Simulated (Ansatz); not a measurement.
Relaxation of Al₂B₂ with UKS PBE0-D4/def2-TZVP.

```sh
$ ansatz run in.yaml --threads 2 --pin off --events-out ev --progress --plain --max-ram 4352MiB
```

```yaml
crystal:
  periodic: [false, false, false]
  atoms:
    - {symbol: B, position_ang: [-0.017343, -0.732863, 0.566813]}
    - {symbol: B, position_ang: [0.018092, 0.746967, 0.548190]}
    - {symbol: Al, position_ang: [-1.707438, 0.034048, -0.559990]}
    - {symbol: Al, position_ang: [1.706689, -0.048142, -0.555012]}
basis:
  gaussian: {orbitals: def2-TZVP}
magnetization: {spin_polarized: true, initial_magnetization: 2}
hamiltonian: {xc: pbe0, dispersion: d4}
scf: {lower_state_search: "off"}
output: {orbitals: {seedname: orbitals}}
relax: {f_tol: 0.02, max_steps: 100}
```

Hardware: 2 threads of Arm Neoverse V2 on a shared host. Wall time 31 s.

Positions (Å) and forces (eV/Å) at steps 1, 2, 4, 6, 7, 8, 9, 10 of 10:

```xyz
4
step=1 energy=-14533.8146 eV
B    -0.017   -0.733    0.567   -0.049   -1.833   -0.269
B     0.018    0.747    0.548    0.039    1.826   -0.315
Al   -1.707    0.034   -0.560    0.493   -0.008    0.296
Al    1.707   -0.048   -0.555   -0.483    0.015    0.288
4
step=2 energy=-14533.8887 eV
B    -0.018   -0.753    0.561   -0.017   -0.491   -0.082
B     0.018    0.767    0.542    0.006    0.489   -0.094
Al   -1.670    0.033   -0.554    0.158   -0.003    0.092
Al    1.669   -0.047   -0.550   -0.148    0.005    0.084
4
step=4 energy=-14533.8957 eV
B    -0.019   -0.761    0.563   -0.002   -0.017    0.001
B     0.018    0.775    0.543   -0.001    0.017    0.000
Al   -1.649    0.033   -0.555    0.002    0.000    0.000
Al    1.650   -0.047   -0.551    0.001    0.000   -0.002
4
step=6 energy=-14533.8993 eV
B     0.033   -0.762    0.560    0.035    0.068    0.000
B    -0.033    0.776    0.540   -0.037   -0.068    0.001
Al   -1.653    0.057   -0.552   -0.020    0.019    0.000
Al    1.653   -0.071   -0.548    0.023   -0.019   -0.001
4
step=7 energy=-14533.9000 eV
B     0.036   -0.761    0.552    0.045    0.000   -0.004
B    -0.036    0.775    0.532   -0.049   -0.001   -0.005
Al   -1.665    0.059   -0.544    0.003    0.022    0.006
Al    1.666   -0.072   -0.540    0.002   -0.022    0.004
4
step=8 energy=-14533.9016 eV
B     0.049   -0.760    0.537    0.050   -0.048   -0.011
B    -0.050    0.773    0.517   -0.052    0.048   -0.012
Al   -1.688    0.066   -0.529    0.024    0.021    0.012
Al    1.688   -0.079   -0.525   -0.022   -0.021    0.011
4
step=9 energy=-14533.9008 eV rejected
B     0.092   -0.757    0.502   -0.080   -0.016   -0.005
B    -0.092    0.769    0.482    0.082    0.017   -0.003
Al   -1.737    0.087   -0.495    0.008   -0.038    0.004
Al    1.738   -0.100   -0.489   -0.010    0.036    0.004
4
step=10 energy=-14533.9028 eV
B     0.071   -0.759    0.531   -0.009    0.003   -0.008
B    -0.071    0.772    0.511    0.009   -0.003   -0.008
Al   -1.697    0.076   -0.523    0.002   -0.004    0.008
Al    1.698   -0.089   -0.518   -0.002    0.004    0.008
```

The structure comes from a short search, and lower isomers may exist.
